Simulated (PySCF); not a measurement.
## A single-point calculation

YCl3(H2O) (singlet). PySCF 2.14.0, RKS PBE0, Y def2-SVP with ECP28, Cl def2-SVP, O def2-SVP, H def2-SVP; non-relativistic Hamiltonian with scalar-relativistic core potentials where named; density fitting; no spin-orbit coupling. The geometry is an unrelaxed template.

```python
mol = gto.M(atom='''
Y      0.00000     0.00000     0.00000
Cl     1.48190     1.48190     1.48190
Cl    -1.48190    -1.48190     1.48190
Cl     1.48190    -1.48190    -1.48190
O     -1.38560     1.38560    -1.38560
H     -1.72630     2.27070    -1.18180
H     -1.72630     1.18180    -2.27070''',
    basis={'Y': 'def2-SVP', 'Cl': 'def2-SVP', 'O': 'def2-SVP', 'H': 'def2-SVP'},
    ecp={'Y': 'def2-SVP'},
    charge=0, spin=0)
mf = dft.RKS(mol, xc='PBE0')
mf.grids.atom_grid = (50, 194)
mf = mf.density_fit()  # fitting sets: Y def2-universal-JKFIT, Cl def2-universal-JKFIT, O def2-universal-JKFIT, H def2-universal-JKFIT
mf.conv_tol = 1e-08; mf.max_cycle = 55
mf.kernel(dm0)  # dm0: free metal ions and neutral atoms
```

Run from Python with OMP_NUM_THREADS=2; the lines above give its settings. Where DIIS fails, smearing, a level shift and second-order steps follow.
It took 2.8 s on 2 threads of Arm Neoverse V1, on a shared host, peak memory 0.49 GiB.

**Question.** Where do the frontier levels lie, over both spins?

**Answer.** HOMO -8.10 eV, LUMO -1.86 eV. 

**Question.** What does the SCF print?

**Answer.** 
```
init E= -1509.16254408401
cycle= 1 E= -1494.55397929507  delta_E= 14.6  |g|= 0.673  |ddm|= 2.62
cycle= 2 E= -1494.5691145353  delta_E= -0.0151  |g|= 0.452  |ddm|= 0.99
cycle= 3 E= -1494.60354002036  delta_E= -0.0344  |g|= 0.208  |ddm|= 0.628
cycle= 4 E= -1494.61518788057  delta_E= -0.0116  |g|= 0.0215  |ddm|= 0.248
...
cycle= 8 E= -1494.61533840533  delta_E= -1.11e-08  |g|= 3.2e-05  |ddm|= 0.000245
cycle= 9 E= -1494.6153384056  delta_E= -2.7e-10  |g|= 9.08e-06  |ddm|= 4.52e-05
Extra cycle  E= -1494.61533840561  delta_E= -7.28e-12  |g|= 9.37e-06  |ddm|= 2.27e-05
converged SCF energy = -1494.61533840561
```

**Question.** What are the Mulliken charges and spins?

**Answer.** 
```json
{"atom": "Y1", "charge (e)": "0.839", "spin (e)": "0.000"}
{"atom": "Cl2", "charge (e)": "-0.345", "spin (e)": "0.000"}
{"atom": "Cl3", "charge (e)": "-0.349", "spin (e)": "0.000"}
{"atom": "Cl4", "charge (e)": "-0.345", "spin (e)": "0.000"}
{"atom": "O5", "charge (e)": "-0.292", "spin (e)": "0.000"}
{"atom": "H6", "charge (e)": "0.246", "spin (e)": "0.000"}
{"atom": "H7", "charge (e)": "0.246", "spin (e)": "0.000"}
```
